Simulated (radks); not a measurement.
Initial-state core-level shifts of neutral arsenic when its valence configuration changes from [Ar] 3d10 4s2 4p3. Method: scalar-relativistic Kohn-Sham, PBE, spin-unpolarised, spherical densities, point nucleus; computed with a radial shooting solver on a logarithmic mesh with Libxc functionals. Shifts are changes of the shell-averaged eigenvalues in eV (positive: less bound).

valence	1s	2s	2p	3s
3d10 4s1 4p4	-1.724	-1.665	-1.662	-1.702
3d10 4p5	-3.354	-3.239	-3.233	-3.315
3d9 4s2 4p4	-12.846	-14.218	-14.106	-11.392
3d7 4s2 4p6	-41.185	-45.827	-45.486	-35.204
3d9.5 4s2 4p3.5	-6.309	-6.971	-6.916	-5.647
3d9.5 4s1 4p4.5	-7.963	-8.575	-8.516	-7.278
3d9 4s1 4p5	-14.435	-15.765	-15.649	-12.959
3d8 4s2 4p5	-26.583	-29.509	-29.283	-23.146
3d8 4s1 4p6	-28.056	-30.957	-30.722	-24.599
